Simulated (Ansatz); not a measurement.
Reaction (substitution at a C–C bond): `C=C(C)c1ccccc1` + `C=CN[SiH3]` → `C=CN([SiH3])c1ccccc1` + propene

Isolated molecules relaxed with PBE0-D4/def2-TZVP in Ansatz; ΔE leaves out vibrations. CBS: MP2 limit from def2 TZ/QZ plus the TZ coupled-cluster correction, frozen cores. This one scheme is used for every species. DFT in def2-TZVPP. B3LYP here is the variant with VWN-RPA as its local correlation; programs differ in this. HSE06 is defined as in plane-wave codes. One conformer a species, not always the lowest.

`C=C(C)c1ccccc1`:

Z-matrix (Å, degrees):
```
C
C 1 1.499
H 1 1.094 2 111.4
H 1 1.094 2 111.3 3 119.2
H 1 1.090 2 110.8 3 -119.7
C 2 1.478 1 117.6 3 -67.1
C 2 1.334 1 120.7 3 112.0
C 6 1.397 2 121.2 1 -152.6
C 6 1.395 2 121.0 1 26.9
H 7 1.083 2 122.1 1 -176.8
H 7 1.084 2 121.0 1 1.9
C 8 1.383 6 121.1 2 -179.1
H 8 1.084 6 119.3 2 2.4
C 9 1.386 6 121.1 2 179.0
H 9 1.083 6 119.8 2 -0.2
C 12 1.388 8 120.3 6 -0.4
H 12 1.084 8 119.7 6 -179.6
H 14 1.084 9 119.6 6 -179.4
H 16 1.084 12 120.3 8 -179.8
```

`C=CN[SiH3]`:

Z-matrix (Å, degrees):
```
Si
N 1 1.728
H 1 1.490 2 113.8
H 1 1.484 2 106.8 3 -119.9
H 1 1.485 2 108.6 3 120.0
C 2 1.382 1 125.6 3 -76.4
H 2 1.009 1 119.2 3 93.7
C 6 1.332 2 126.7 1 170.7
H 6 1.088 2 113.8 1 -10.2
H 8 1.085 6 122.0 2 -1.1
H 8 1.080 6 120.2 2 178.5
```

`C=CN([SiH3])c1ccccc1`:

Cartesian coordinates in Å:
```
C 0.057 2.088 -1.769
C -0.999 1.708 -1.051
N -1.094 0.622 -0.186
Si -2.645 0.060 0.373
C 0.062 -0.130 0.140
C 0.094 -1.499 -0.092
C 1.198 -2.249 0.289
C 2.285 -1.635 0.886
C 2.259 -0.263 1.109
C 1.155 0.486 0.746
H -0.021 2.966 -2.395
H 0.998 1.554 -1.755
H -1.922 2.278 -1.115
H -3.221 -1.026 -0.469
H -3.562 1.226 0.319
H -2.485 -0.451 1.755
H -0.747 -1.977 -0.584
H 1.208 -3.318 0.107
H 3.150 -2.218 1.179
H 3.104 0.225 1.583
H 1.125 1.553 0.929
```

`C=CC`:

Cartesian coordinates in Å:
```
C 0.180 -0.055 1.373
C -0.024 -0.523 0.149
C -0.119 0.311 -1.082
H 0.295 1.009 1.560
H 0.239 -0.714 2.230
H -0.134 -1.597 0.012
H 0.648 0.025 -1.809
H -1.085 0.172 -1.577
H 0.001 1.372 -0.856
```

```json
{"level": "B97M-V", "ΔE (kJ/mol)": "37.3", "difference from CCSD(T)/CBS": "3.9"}
{"level": "r2SCANh-D4", "ΔE (kJ/mol)": "35.0", "difference from CCSD(T)/CBS": "1.6"}
{"level": "HSE06-D4", "ΔE (kJ/mol)": "33.1", "difference from CCSD(T)/CBS": "-0.3"}
{"level": "B3LYP", "ΔE (kJ/mol)": "38.6", "difference from CCSD(T)/CBS": "5.2"}
{"level": "r2SCANh", "ΔE (kJ/mol)": "37.2", "difference from CCSD(T)/CBS": "3.8"}
{"level": "HSE06", "ΔE (kJ/mol)": "38.1", "difference from CCSD(T)/CBS": "4.7"}
{"level": "HF/def2-SVP", "ΔE (kJ/mol)": "34.9", "difference from CCSD(T)/CBS": "1.5"}
{"level": "HF/def2-TZVPP", "ΔE (kJ/mol)": "39.1", "difference from CCSD(T)/CBS": "5.7"}
{"level": "HF/def2-QZVPP", "ΔE (kJ/mol)": "39.1", "difference from CCSD(T)/CBS": "5.7"}
{"level": "HF/CBS(def2)", "ΔE (kJ/mol)": "39.1", "difference from CCSD(T)/CBS": "5.7"}
{"level": "CCSD(T)/CBS", "ΔE (kJ/mol)": "33.4", "difference from CCSD(T)/CBS": "0"}
```

Largest T1 diagnostic among the species: 0.012.

In def2-TZVPP, CCSD(T) changes the Hartree–Fock value by −7.1 kJ/mol (the triples alone add −1.1 kJ/mol) and MP2 by −5.7 kJ/mol. The D4 term adds −8.4 kJ/mol with B3LYP and −5.1 kJ/mol with PBE0; it sums over pairs of atoms, weighted by their polarisabilities, and B3LYP, whose exchange is more repulsive, gets the larger term.

CCSD(T)/CBS has its own doubt, a few kJ/mol and more with outer-core shells, so smaller differences from it don't rank the levels.
